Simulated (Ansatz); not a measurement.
C2H5FSSi (`FC1C[SiH2]S1`). Charge 0, multiplicity 1. The geometry is a stationary point of PBE0-D4/def2-TZVP.

```xyz
10

F    -1.481   -1.341    1.234
C    -0.307   -0.705    0.921
C    -0.531    0.615    0.189
Si    0.809    0.275   -1.086
S     0.693   -1.698   -0.273
H     0.254   -0.598    1.851
H    -1.509    0.575   -0.294
H    -0.486    1.497    0.828
H     0.454    0.418   -2.521
H     2.105    0.960   -0.849
```

(1) What is the dipole moment at PBE/def2-TZVPP? (Estimate.)

(2) And with r2SCAN, B3LYP, ωB97M-V? (An estimate is asked.)

(3) Give the Mulliken charges with PBE, r2SCAN, B3LYP in def2-TZVPP. (An estimate is asked.)

Results:

(1) Computed: 2.22 D, with components (0.42, 2.18, -0.03) D in this frame, pointing from negative to positive charge.

(2) Ansatz gave: r2SCAN 2.37 D, B3LYP 2.40 D, ωB97M-V 2.41 D.

(3) Computed: 
```
atom    PBE  r2SCAN  B3LYP
  F1  -0.17   -0.21  -0.22
  C2   0.17    0.28   0.20
  C3  -0.23   -0.25  -0.28
 Si4   0.27    0.38   0.36
  S5  -0.21   -0.25  -0.23
  H6   0.09    0.05   0.09
  H7   0.10    0.09   0.11
  H8   0.09    0.06   0.09
  H9  -0.05   -0.07  -0.06
 H10  -0.06   -0.07  -0.06
```

B3LYP here is the variant with VWN-RPA as its local correlation; programs differ in this.
